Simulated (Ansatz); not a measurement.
Cost and result up the ladder for Sn(tBu)Me3 (C₇H₁₈Sn) (26 atoms). Total charge 0; singlet. Geometry: PBE-D4/def2-SVP.

| atom | x (Å) | y (Å) | z (Å) |
| --- | --- | --- | --- |
| Sn1 | 0.673 | -0.747 | 0.021 |
| C2 | -0.811 | 0.902 | -0.026 |
| C3 | -0.550 | 1.825 | 1.171 |
| C4 | -2.216 | 0.294 | 0.065 |
| C5 | -0.644 | 1.671 | -1.342 |
| H6 | -1.276 | 2.671 | 1.181 |
| H7 | -0.656 | 1.294 | 2.140 |
| H8 | 0.467 | 2.271 | 1.141 |
| H9 | -2.364 | -0.283 | 1.002 |
| H10 | -2.433 | -0.386 | -0.787 |
| H11 | -2.993 | 1.094 | 0.049 |
| H12 | -0.814 | 1.024 | -2.229 |
| H13 | 0.368 | 2.118 | -1.440 |
| H14 | -1.378 | 2.508 | -1.404 |
| C15 | 0.182 | -2.203 | -1.525 |
| H16 | 0.948 | -3.003 | -1.555 |
| H17 | 0.145 | -1.712 | -2.518 |
| H18 | -0.803 | -2.664 | -1.320 |
| C19 | 0.619 | -1.710 | 1.976 |
| H20 | -0.408 | -2.054 | 2.206 |
| H21 | 0.941 | -0.999 | 2.762 |
| H22 | 1.297 | -2.585 | 1.990 |
| C23 | 2.664 | 0.062 | -0.342 |
| H24 | 2.905 | 0.840 | 0.409 |
| H25 | 2.716 | 0.514 | -1.352 |
| H26 | 3.422 | -0.742 | -0.274 |

Ansatz on 2 threads of AMD EPYC 7R13 on a shared host and a share (18 GiB) of an NVIDIA H100 80GB HBM3. Times are rough, and most runs start from the orbitals of an earlier one. PBE0-D4/def2-TZVP serves as the yardstick here, not as an exact answer. Differences are given only for rows in sets of like size (and for xTB, whose basis is part of the method), since another set adds its own error. Binding counts from free atoms at the same level (Sn triplet, C triplet, H doublet; other spins of the atoms weren't run), without zero-point energy or a counterpoise term.

In the def2 sets Sn takes a core potential; there is no spin–orbit coupling. B3LYP takes the VWN-RPA correlation. Correlated methods freeze 11 core orbitals; core or outer-core shells of Sn are correlated, in sets that lack core-valence functions.

Correlated methods converge slowly with the basis.

| level | functions | wall time |
| --- | --- | --- |
| PBE-D4/def2-TZVP (with forces) | 375 | 5.5 s |
| LDA (SPW92)/def2-TZVP | 375 | 6.5 s |
| B3LYP-D4/def2-TZVP | 375 | 7.5 s |
| PBE0-D4/def2-TZVP | 375 | 8 s |
| BHLYP-D4/def2-TZVP | 375 | 8.5 s |
| PBE-D4/def2-SVP | 214 | 9 s |
| PBE0-D4/def2-SVP | 214 | 9 s |
| r2SCAN-D4/def2-TZVP (with forces) | 375 | 11 s |
| CCSD(T)/def2-TZVP | 375 | 29 s |

(1) Estimate what each level gives for the binding energy per atom (eV).

## Answers

(1) 
```json
{"level": "PBE-D4/def2-TZVP (with forces)", "binding energy per atom (eV)": "3.95", "difference from PBE0-D4/def2-TZVP (eV)": "0.04"}
{"level": "LDA (SPW92)/def2-TZVP", "binding energy per atom (eV)": "4.40", "difference from PBE0-D4/def2-TZVP (eV)": "0.48"}
{"level": "B3LYP-D4/def2-TZVP", "binding energy per atom (eV)": "3.90", "difference from PBE0-D4/def2-TZVP (eV)": "-0.02"}
{"level": "PBE0-D4/def2-TZVP", "binding energy per atom (eV)": "3.92", "difference from PBE0-D4/def2-TZVP (eV)": "0.00"}
{"level": "BHLYP-D4/def2-TZVP", "binding energy per atom (eV)": "3.82", "difference from PBE0-D4/def2-TZVP (eV)": "-0.10"}
{"level": "PBE-D4/def2-SVP", "binding energy per atom (eV)": "3.97", "difference from PBE0-D4/def2-TZVP (eV)": "–"}
{"level": "PBE0-D4/def2-SVP", "binding energy per atom (eV)": "3.94", "difference from PBE0-D4/def2-TZVP (eV)": "–"}
{"level": "r2SCAN-D4/def2-TZVP (with forces)", "binding energy per atom (eV)": "3.90", "difference from PBE0-D4/def2-TZVP (eV)": "-0.01"}
{"level": "CCSD(T)/def2-TZVP", "binding energy per atom (eV)": "3.78", "difference from PBE0-D4/def2-TZVP (eV)": "-0.13"}
```
